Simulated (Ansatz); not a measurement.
H3NbO3S, SMILES `[OH][Nb]([OH])([OH])=[S]` at its PBE0-D4/def2-TZVP geometry, where that method's forces vanish. The species carries charge 0 and has multiplicity 1. Nb: def2 effective core potential.

```xyz
8

O     1.6446   -0.8207    0.3717
Nb   -0.0031    0.0029   -0.0321
O    -1.4047   -1.0582    0.6505
O    -0.0602    1.6997    0.7890
S    -0.2142    0.2130   -2.1593
H     2.3386   -1.1285   -0.2133
H    -2.1370   -1.4768    0.1954
H    -0.1640    2.5686    0.3981
```

Task: What forces (eV/Å) does r2SCAN-D4/def2-TZVPP give on these atoms in Ansatz? (Estimate.)

Result: Computed: 
```
O1   0.188 -0.098  0.131
Nb2  0.002 -0.002  0.024
O3  -0.144 -0.124  0.161
O4   0.002  0.176  0.176
S5  -0.037  0.037 -0.372
H6   0.021 -0.008 -0.044
H7  -0.027 -0.012 -0.039
H8  -0.006  0.032 -0.037
```
